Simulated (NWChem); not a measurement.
System: AlHBrF; SMILES [F][AlH][Br]

The following NWChem deck was run.

```
start job
memory heap 200 mb stack 900 mb global 1100 mb
geometry units angstroms noautosym nocenter noautoz
  Al    -0.529159    -1.107628     0.000708
  H     -2.041154    -1.516257     0.004379
  F      0.634605    -2.290313    -0.000329
  Br     0.153145     1.023818    -0.000398
end
basis spherical
  Al library pcsseg-1
  H library pcsseg-1
  F library pcsseg-1
  Br library pcsseg-1
end
dft
  xc kt2
  iterations 150
end
property
  shielding
end
task dft property
```

NWChem printed, in part:

```
             Northwest Computational Chemistry Package (NWChem) 7.3.0
             --------------------------------------------------------

                             Geometry "geometry" -> ""
                             -------------------------

 Output coordinates in angstroms (scale by  1.889725989 to convert to a.u.)

  No.       Tag          Charge          X              Y              Z
 ---- ---------------- ---------- -------------- -------------- --------------
    1 Al                  13.0000    -0.52915900    -1.10762800     0.00070800
    2 H                    1.0000    -2.04115400    -1.51625700     0.00437900
    3 F                    9.0000     0.63460500    -2.29031300    -0.00032900
    4 Br                  35.0000     0.15314500     1.02381800    -0.00039800

 Effective nuclear repulsion energy (a.u.)     206.2943835965

                              NWChem Property Module
                              ----------------------

  itol2e modified to match energy
  convergence criterion.

                                 NWChem DFT Module
                                 -----------------

 Summary of "ao basis" -> "ao basis" (spherical)
 ------------------------------------------------------------------------------
       Tag                 Description            Shells   Functions and Types
 ---------------- ------------------------------  ------  ---------------------
 Al                         pcsseg-1                10       24   4s5p1d
 H                          pcsseg-1                 3        5   2s1p
 F                          pcsseg-1                 7       17   3s3p1d
 Br                         pcsseg-1                15       41   5s7p3d

  itol2e modified to match energy
  convergence criterion.

            General Information
            -------------------
          SCF calculation type: DFT
          Wavefunction type:  closed shell.
          No. of atoms     :     4
          No. of electrons :    58
           Alpha electrons :    29
            Beta electrons :    29
          Charge           :     0
          Spin multiplicity:     1
          Use of symmetry is: off; symmetry adaption is: off
          Maximum number of iterations: 150
          AO basis - number of functions:    87
                     number of shells:    35
          Convergence on energy requested:  1.00D-07
          Convergence on density requested:  1.00D-05
          Convergence on gradient requested:  5.00D-04

              XC Information
              --------------
                          KT2 Method XC Functional
                        Slater Exchange Functional  1.072 local
                           KT1 gradient correction  1.000 non-local
            Perdew 1991 LDA Correlation Functional  0.577 local

             Grid Information
             ----------------
          Grid used for XC integration:  fine
          Radial quadrature: Mura-Knowles
          Angular quadrature: Lebedev.
          Tag              B.-S. Rad. Rad. Pts. Rad. Cut. Ang. Pts.
          ---              ---------- --------- --------- ---------
          Al                  1.25      123           8.0       770
          H                   0.35       60          10.0       590
          F                   0.50       70          10.0       590
          Br                  1.15      140          10.0       974
          Grid pruning is: on
          Number of quadrature shells:   393
          Spatial weights used:  Erf1

      Superposition of Atomic Density Guess
      -------------------------------------

 Sum of atomic energies:       -2913.82154555

      Non-variational initial energy
      ------------------------------

 Total energy =   -2914.111925
 1-e energy   =   -4469.502545
 2-e energy   =    1349.096236
 HOMO         =      -0.405830
 LUMO         =       0.004234

   convergence    iter        energy       DeltaE   RMS-Dens  Diis-err
 ---------------- ----- ----------------- --------- --------- ---------
 d= 0,ls=0.0,diis     1  -2930.0555777880 -3.14D+03  1.75D-02  3.40D+00
 d= 0,ls=0.0,diis     2  -2929.8262768339  2.29D-01  1.56D-02  3.43D+00
 d= 0,ls=0.0,diis     3  -2930.0328780619 -2.07D-01  4.65D-03  1.38D+00
 d= 0,ls=0.0,diis     4  -2930.1365636396 -1.04D-01  1.93D-03  1.54D-02
 d= 0,ls=0.0,diis     5  -2930.1377844305 -1.22D-03  9.29D-04  5.81D-03
  Resetting Diis
 d= 0,ls=0.0,diis     6  -2930.1387418357 -9.57D-04  1.71D-04  6.45D-04
 d= 0,ls=0.0,diis     7  -2930.1387866945 -4.49D-05  1.14D-04  4.89D-05
 d= 0,ls=0.0,diis     8  -2930.1387742482  1.24D-05  6.97D-05  2.07D-04
 d= 0,ls=0.0,diis     9  -2930.1387911331 -1.69D-05  8.92D-06  1.49D-06
 d= 0,ls=0.0,diis    10  -2930.1387912508 -1.18D-07  1.83D-06  5.19D-08
 d= 0,ls=0.0,diis    11  -2930.1387912559 -5.03D-09  6.18D-07  3.23D-09

         Total DFT energy =    -2930.138791255853
      One electron energy =    -4475.041420120695
           Coulomb energy =     1473.089897976799
    Exchange-Corr. energy =     -134.481652708483
 Nuclear repulsion energy =      206.294383596526

 Numeric. integr. density =       58.000000044001

                       DFT Final Molecular Orbital Analysis
                       ------------------------------------

 Vector   27  Occ=2.000000D+00  E=-3.115892D-01
              MO Center= -7.8D-01, -7.6D-01,  1.8D-03, r^2= 3.9D+00
   Bfn.  Coefficient  Atom+Function         Bfn.  Coefficient  Atom+Function
  ----- ------------  ---------------      ----- ------------  ---------------
    25      0.342533  2 H  s                 71      0.329299  4 Br py
    68      0.312903  4 Br py                26      0.245032  2 H  s
    14     -0.192569  1 Al px                36      0.176456  3 F  px
    39      0.168591  3 F  px                62     -0.118507  4 Br py
    37      0.112719  3 F  py                 3      0.111809  1 Al s

 Vector   28  Occ=2.000000D+00  E=-2.907377D-01
              MO Center=  1.2D-01,  8.5D-01, -3.9D-04, r^2= 1.8D+00
   Bfn.  Coefficient  Atom+Function         Bfn.  Coefficient  Atom+Function
  ----- ------------  ---------------      ----- ------------  ---------------
    72      0.580695  4 Br pz                69      0.507632  4 Br pz
    63     -0.195769  4 Br pz                66     -0.138996  4 Br pz
    16      0.096893  1 Al pz                41     -0.070535  3 F  pz
    38     -0.066114  3 F  pz                57      0.059439  4 Br pz
    19      0.050971  1 Al pz                21      0.042506  1 Al d -1

 Vector   29  Occ=2.000000D+00  E=-2.816457D-01
              MO Center=  3.9D-02,  7.6D-01, -1.6D-04, r^2= 2.2D+00
   Bfn.  Coefficient  Atom+Function         Bfn.  Coefficient  Atom+Function
  ----- ------------  ---------------      ----- ------------  ---------------
    70      0.557435  4 Br px                67      0.495755  4 Br px
    61     -0.189778  4 Br px                64     -0.135167  4 Br px
    71     -0.134056  4 Br py                26      0.124288  2 H  s
    25      0.120299  2 H  s                 68     -0.116127  4 Br py
    37     -0.064764  3 F  py                 3      0.060151  1 Al s

 Vector   30  Occ=0.000000D+00  E=-7.749160D-02
              MO Center= -5.2D-01, -9.9D-01, -8.1D-03, r^2= 3.9D+00
   Bfn.  Coefficient  Atom+Function         Bfn.  Coefficient  Atom+Function
  ----- ------------  ---------------      ----- ------------  ---------------
    19      0.592906  1 Al pz                16      0.550960  1 Al pz
    72     -0.274979  4 Br pz                41     -0.180548  3 F  pz
    69     -0.175120  4 Br pz                38     -0.140881  3 F  pz
    10     -0.104530  1 Al pz                 7     -0.092941  1 Al pz
    35     -0.079131  3 F  pz                63      0.066906  4 Br pz

 Vector   31  Occ=0.000000D+00  E=-5.703968D-02
              MO Center= -3.9D-01, -8.5D-01,  9.6D-03, r^2= 4.3D+00
   Bfn.  Coefficient  Atom+Function         Bfn.  Coefficient  Atom+Function
  ----- ------------  ---------------      ----- ------------  ---------------
     4      1.135515  1 Al s                 26     -0.677573  2 H  s
     3      0.514288  1 Al s                 71      0.440832  4 Br py
    51     -0.360644  4 Br s                  2     -0.289844  1 Al s
    32     -0.259030  3 F  s                 25     -0.256088  2 H  s
    50     -0.232126  4 Br s                 68      0.223608  4 Br py

 Vector   32  Occ=0.000000D+00  E= 7.099557D-03
              MO Center= -7.6D-01, -1.2D+00,  9.5D-04, r^2= 5.7D+00
   Bfn.  Coefficient  Atom+Function         Bfn.  Coefficient  Atom+Function
  ----- ------------  ---------------      ----- ------------  ---------------
    18      1.021456  1 Al py                51     -0.535653  4 Br s
    17     -0.359606  1 Al px                32      0.348719  3 F  s
    15      0.321567  1 Al py                 4      0.280574  1 Al s
    70      0.281442  4 Br px                71      0.227422  4 Br py
    26     -0.191482  2 H  s                 14     -0.158071  1 Al px

     Multipole analysis of the density
     ---------------------------------

     L   x y z        total         alpha         beta         nuclear
     -   - - -        -----         -----         ----         -------
     0   0 0 0     -0.000000    -29.000000    -29.000000     58.000000

     1   1 0 0     -0.500525     -2.282945     -2.282945      4.065366
     1   0 1 0      0.047839      0.680229      0.680229     -1.312619
     1   0 0 1     -0.000534      0.002859      0.002859     -0.006251

     2   2 0 0    -27.958533    -35.855267    -35.855267     43.752002
     2   1 1 0      2.013281     -4.566194     -4.566194     11.145670
     2   1 0 1      0.007343      0.035491      0.035491     -0.063640
     2   0 2 0    -29.555457   -197.160680   -197.160680    364.765902
     2   0 1 1      0.002198      0.044513      0.044513     -0.086829
     2   0 0 2    -24.342834    -12.171475    -12.171475      0.000115

          -----------------------------------------
          Chemical Shielding Tensors (GIAO, in ppm)
          -----------------------------------------

                                NWChem CPHF Module
                                ------------------

  scftype          =     RHF
  nclosed          =       29
  nopen            =        0
  variables        =     1682
  # of vectors     =        3
  tolerance        = 0.10D-03
  level shift      = 0.00D+00
  max iterations   =       50
  max subspace     =       30

 SCF residual:    1.7212823647262024E-005

Iterative solution of linear equations
  No. of variables     1682
  No. of equations        3
  Maximum subspace       30
        Iterations       50
       Convergence  1.0D-04

   iter   nsub   residual    time
   ----  ------  --------  ---------
     1      3    1.05D-05      24.0

      Atom:    1  Al
        Diamagnetic
    792.9683      0.0064      0.0072
      0.0064    802.3917     -0.0000
      0.0072     -0.0000    795.0645

        Paramagnetic
   -369.0915     51.7309     -0.1205
     51.7309   -363.3585     -0.1159
     -0.1205     -0.1159   -424.9250

        Total Shielding Tensor
    423.8768     51.7373     -0.1133
     51.7373    439.0332     -0.1159
     -0.1133     -0.1159    370.1395

           isotropic =     411.0165
          anisotropy =     109.0922

          Principal Components and Axis System
                 1           2           3
              483.7446    379.1656    370.1392

      1         0.6539      0.7566      0.0018
      2         0.7566     -0.6539      0.0004
      3        -0.0014     -0.0011      1.0000

      Atom:    2  H
        Diamagnetic
     34.4187      4.1959     -0.0281
      4.1959     25.2362     -0.0097
     -0.0281     -0.0097     22.2893

        Paramagnetic
     -3.1348     -0.4626      0.0073
     -0.4626      0.2134      0.0011
      0.0073      0.0011     -0.2727

        Total Shielding Tensor
     31.2839      3.7333     -0.0208
      3.7333     25.4496     -0.0086
     -0.0208     -0.0086     22.0166

           isotropic =      26.2500
          anisotropy =      10.2820

          Principal Components and Axis System
                 1           2           3
               33.1047     23.6288     22.0165

      1         0.8988     -0.4383      0.0022
      2         0.4383      0.8988      0.0001
      3        -0.0020      0.0009      1.0000

      Atom:    3  F
        Diamagnetic
    472.7421    -14.4605     -0.0064
    -14.4605    478.0458      0.0116
     -0.0064      0.0116    461.2138

        Paramagnetic
   -208.6627    -98.8465      0.1383
    -98.8465   -231.8493      0.1435
      0.1383      0.1435   -172.5973

        Total Shielding Tensor
    264.0794   -113.3070      0.1319
   -113.3070    246.1965      0.1550
      0.1319      0.1550    288.6165

           isotropic =     266.2975
          anisotropy =     153.7497

          Principal Components and Axis System
                 1           2           3
              368.7972    288.6167    141.4784

      1         0.7344      0.0010      0.6787
      2        -0.6787      0.0009      0.7344
      3        -0.0001      1.0000     -0.0014

      Atom:    4  Br
        Diamagnetic
   3126.3547      2.1195     -0.0000
      2.1195   3132.9213     -0.0021
     -0.0000     -0.0021   3125.9519

        Paramagnetic
   -739.9065    335.9040     -0.0104
    335.9040   -352.1093     -0.3627
     -0.0104     -0.3627   -665.2036

        Total Shielding Tensor
   2386.4482    338.0235     -0.0104
    338.0235   2780.8120     -0.3647
     -0.0104     -0.3647   2460.7482

           isotropic =    2542.6695
          anisotropy =     648.4389

          Principal Components and Axis System
                 1           2           3
             2974.9621   2460.7482   2192.2982

      1         0.4981      0.0009      0.8671
      2         0.8671      0.0002     -0.4981
      3        -0.0006      1.0000     -0.0006
```

Level: KT2/pcSseg-1, GIAO. Structure relaxed at the PBE0/def2-SVP level. The printed shielding anisotropy is the first printed principal value minus the mean of the other two.
